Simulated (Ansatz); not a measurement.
Cost and result for the atomization energy of `CC(C)[NH][InH][F]` (15 atoms, 14 bonds).

Cartesian coordinates in Å:
```
C 0.633 -0.232 -1.691
C -0.252 -0.563 -0.496
C 0.550 -1.229 0.604
N -0.929 0.610 0.011
In -0.682 1.597 1.720
F -1.783 3.207 1.488
H 1.084 -1.134 -2.113
H 1.434 0.450 -1.390
H 0.055 0.256 -2.480
H -1.009 -1.289 -0.833
H 1.345 -0.561 0.959
H -0.086 -1.494 1.453
H 1.027 -2.142 0.245
H -1.466 1.099 -0.690
H 0.078 1.426 3.214
```

The species carries charge 0 and has multiplicity 1. Correlated methods include outer-core shells of In, which these sets cover unevenly. In: def2 effective core potential. The geometry is a stationary point of PBE0-D4/def2-TZVP. It is one conformer, not always the lowest. Program: Ansatz. All runs use 2 threads of an AMD EPYC 7R13 on a shared host and a share of an NVIDIA H100 80 GB. Times are those of one run each, without the atoms' runs, and a repeat can differ threefold. Electronic energies, without spin–orbit coupling; frozen cores. CCSD(T)/CBS adds CCSD(T) − MP2 in def2-TZVPP to the MP2 limit, and its time is that of the two runs behind it. T1 = 0.015. With those shells the extrapolation isn't a true limit. B3LYP takes the VWN-RPA correlation (the form of Gaussian; ORCA's B3LYP/G).

CCSD(T)/CBS is a level of theory with its own doubt, some kJ/mol a heavy atom from the limit and from the frozen cores, so smaller differences don't rank the functionals.

| level | functions | wall time | atomization (kJ/mol) | difference from CCSD(T)/CBS | per bond |
| --- | --- | --- | --- | --- | --- |
| B2PLYP/def2-TZVPP | 331 | 4.2 s | 5317.1 | -83.0 | -5.9 |
| PBE0-D4/def2-TZVPP | 331 | 4.5 s | 5386.1 | -14.0 | -1.0 |
| ωB97X-V/def2-TZVPP | 331 | 4.9 s | 5404.4 | 4.3 | 0.3 |
| PBE-D4/def2-TZVPP (with forces) | 331 | 5.5 s | 5479.5 | 79.4 | 5.7 |
| r2SCAN-D4/def2-TZVPP (with forces) | 331 | 6 s | 5381.8 | -18.3 | -1.3 |
| MP2/def2-QZVPP | 637 | 6 s | 5403.6 | 3.5 | 0.2 |
| B3LYP-D4/def2-TZVPP (with forces) | 331 | 7 s | 5371.2 | -28.9 | -2.1 |
| ωB97M-V/def2-TZVPP (with forces) | 331 | 7.5 s | 5396.8 | -3.3 | -0.2 |
| CCSD(T)/def2-TZVPP | 331 | 15 s | 5256.7 | -143.4 | -10.2 |
| CCSD(T)/CBS(def2) | – | 21 s | 5400.1 | 0.0 | 0.0 |

From PBE to PBE0 (25 % exact exchange), in def2-TZVPP and without D4, the atomization energy moves by −88.6 kJ/mol: exact exchange takes away binding that semilocal exchange gives to molecules. In def2-TZVPP, CCSD(T) changes the Hartree–Fock value by +1377.1 kJ/mol (the triples alone add +78.5 kJ/mol) and MP2 by +1438.3 kJ/mol; breaking electron pairs costs correlation energy, which Hartree–Fock lacks. The D4 term adds +51.1 kJ/mol with B3LYP and +27.1 kJ/mol with PBE0; it sums over pairs of atoms, weighted by their polarisabilities, and B3LYP, whose exchange is more repulsive, gets the larger term.

Spin–orbit coupling would lower the free In atoms strongly, and the atomization energy with them, by more than many differences here.
